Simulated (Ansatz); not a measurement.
System: HfH (charge 0, doublet). SMILES: [HfH]
Geometry: optimised at B3LYP-D3(BJ)/def2-TZVP (Ansatz, a program for electronic structure).

Wanted: size of the dipole moment, in D. Set-up: open shells spin-unrestricted; LANL2DZ with its own core potentials from Na on; no spin-orbit coupling; six Cartesian d functions in 6-31G* and its kin unless marked 5d. Ab initio and DFT rows: single points at B3LYP-D3(BJ) geometries (Ansatz). The spin state of an ion or metal species was assumed, not searched.

```csv
level,program,size of the dipole moment (D)
SVWN5/6-31G* with LANL2DZ past Ar,Ansatz,1.44
PBE/LANL2DZ,Ansatz,1.54
BLYP/6-31G* with LANL2DZ past Ar,Ansatz,1.42
B3LYP/LANL2DZ,Ansatz,1.41
B3LYP/6-31G* with LANL2DZ past Ar,Ansatz,1.45
PBE0/6-31G* with LANL2DZ past Ar,Ansatz,1.66
```

No value to compare with is used here. The 6 habitual levels span 1.41 (B3LYP/LANL2DZ) to 1.66 D (PBE0/6-31G* with LANL2DZ past Ar).

The levels are drawn from those run, B3LYP/6-31G* more often than the rest, none by its result; left out are runs that failed, that the program found above a lower state of the same kind, or whose <S^2> lies over 0.5 above the pure value.
